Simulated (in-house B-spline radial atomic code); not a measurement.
La II (La+) is squeezed into an impenetrable sphere of radius R (the orbitals vanish at R). Method: Dirac-Hartree-Fock, average of configuration, Fermi nucleus of rms radius 4.855 fm. Calculated with a B-spline radial code for spherical atoms.

Energies in eV above the free ion in [Xe] 5d2:

```json
{"R (bohr)": "7.15", "highest level (eV)": "-9.92", "[Xe] 5d2": "0.2098", "[Kr] 4d9 4f1 5s2 5p6 5d2": "103.3", "[Kr] 4d10 5s2 5p5 5d3": "20.75"}
{"R (bohr)": "5.61", "highest level (eV)": "-9.15", "[Xe] 5d2": "1.237", "[Kr] 4d9 4f1 5s2 5p6 5d2": "104.3", "[Kr] 4d10 5s2 5p5 5d3": "22.02"}
{"R (bohr)": "5.44", "highest level (eV)": "-8.97", "[Xe] 5d2": "1.513", "[Kr] 4d9 4f1 5s2 5p6 5d2": "104.6", "[Kr] 4d10 5s2 5p5 5d3": "22.37"}
{"R (bohr)": "3.96", "highest level (eV)": "-4.28", "[Xe] 5d2": "11.01", "[Kr] 4d9 4f1 5s2 5p6 5d2": "113.8", "[Kr] 4d10 5s2 5p5 5d3": "33.93"}
{"R (bohr)": "3.65", "highest level (eV)": "-1.54", "[Xe] 5d2": "18.17", "[Kr] 4d9 4f1 5s2 5p6 5d2": "120.9", "[Kr] 4d10 5s2 5p5 5d3": "42.21"}
{"R (bohr)": "3.11", "highest level (eV)": "7.49", "[Xe] 5d2": "47.43", "[Kr] 4d9 4f1 5s2 5p6 5d2": "149.7", "[Kr] 4d10 5s2 5p5 5d3": "74.78"}
{"R (bohr)": "2.46", "highest level (eV)": "36", "[Xe] 5d2": "173.9", "[Kr] 4d9 4f1 5s2 5p6 5d2": "275.9", "[Kr] 4d10 5s2 5p5 5d3": "209.9"}
{"R (bohr)": "2.34", "highest level (eV)": "45.8", "[Xe] 5d2": "225.2", "[Kr] 4d9 4f1 5s2 5p6 5d2": "327.4", "[Kr] 4d10 5s2 5p5 5d3": "263.8"}
{"R (bohr)": "1.87", "highest level (eV)": "117", "[Xe] 5d2": "670.2", "[Kr] 4d9 4f1 5s2 5p6 5d2": "775.6", "[Kr] 4d10 5s2 5p5 5d3": "724"}
{"R (bohr)": "1.49", "highest level (eV)": "267", "[Xe] 5d2": "1853", "[Kr] 4d9 4f1 5s2 5p6 5d2": "1966", "[Kr] 4d10 5s2 5p5 5d3": "1924"}
```

(1) Does [Kr] 4d9 4f1 5s2 5p6 5d2 fall below [Xe] 5d2 under compression?

(2) Does [Kr] 4d10 5s2 5p5 5d3 fall below [Xe] 5d2 under compression?

The highest level is first positive in the row R = 3.11 bohr, pushed up by confinement above the zero of the free ion's potential. Each configuration is held fixed and needn't be the lowest in the sphere.

Results:

(1) No, it stays above over the whole range.

(2) No, it stays above over the whole range.
